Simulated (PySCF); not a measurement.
# [Sm(NH2)2]+: from a saddle point downhill

PySCF 2.14.0, RKS PBE0, Sm lcecp-1-SVP with ECP51, N def2-SVP, H def2-SVP; non-relativistic Hamiltonian with scalar-relativistic core potentials where named; density fitting; no spin-orbit coupling. Relaxed within the symmetry of its start, the geometry (C2v) is

```xyz
7

Sm    0.0000    0.0000   -0.2242
N     1.7463    0.0000    1.0031
H     2.1506   -0.8109    1.4800
H     2.1506    0.8109    1.4800
N    -1.7463    0.0000    1.0031
H    -2.1506    0.8109    1.4800
H    -2.1506   -0.8109    1.4800
```

and its lowest harmonic modes are -400, -393, 152, 343, 370, 532 cm⁻¹ (negative: unstable). It was moved along the lowest mode and relaxed again, within the group Cs that the move left.

(1) Where does it end, and how much lower?

(2) How do the contacts change?

(3) Is the end a minimum?

An lcecp potential fixes the number of 4f electrons, so in runs with it no electron can move into or out of that shell.

State: singlet in the valence, with the 4f electrons in the core potential.

Results:

(1) In C2v, 0.527 eV lower, after 17 steps:
```xyz
7

Sm    0.0000    0.7790    0.0230
N     1.6824    0.0315    1.0653
H     1.6246   -0.5653    1.8954
H     2.6800    0.1587    0.8788
N    -1.6824    0.0315    1.0653
H    -2.6800    0.1587    0.8788
H    -1.6246   -0.5653    1.8954
```

(2) 
```tsv
contact	saddle (Å)	end (Å)
Sm1–N2 (NH2)	2.134	2.116
Sm1–N5 (NH2)	2.134	2.116
```


(3) Yes; lowest modes 130, 243, 262, 362, 438, 597 cm⁻¹.
